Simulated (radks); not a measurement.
Results of a calculation; reference values are marked as such.
Problem. Species: Ni11+. Configuration: [Ne] 3s2 3p5. Level of theory: Dirac Kohn-Sham, PBE, spin-unpolarised, spherical densities, finite nucleus; open shells fill j = l - 1/2 first; Fermi nuclear charge, rms radius 3.7757 fm (a radial shooting solver on a logarithmic mesh with Libxc functionals). Some entries of the table are withheld. Estimate them.

| orbital | occ. | eigenvalue (eV) | <r^2> (bohr^2) |
|---|---|---|---|
| 1s1/2 | 2 | (1) | 0.003937 |
| 2s1/2 | 2 | -1296.354 | 0.07004 |
| 2p1/2 | 2 | (2) | 0.05524 |
| 2p3/2 | 4 | (3) | 0.05675 |
| 3s1/2 | 2 | -379.3214 | 0.4961 |
| 3p1/2 | 2 | (4) | (5) |
| 3p3/2 | 3 | (6) | (7) |

Solution. 
(1) 1s1/2 eigenvalue (eV): -8522.726
(2) 2p1/2 eigenvalue (eV): -1171.608
(3) 2p3/2 eigenvalue (eV): -1154.050
(4) 3p1/2 eigenvalue (eV): -339.7383
(5) 3p1/2 <r^2> (bohr^2): 0.4987
(6) 3p3/2 eigenvalue (eV): -336.6106
(7) 3p3/2 <r^2> (bohr^2): 0.5073
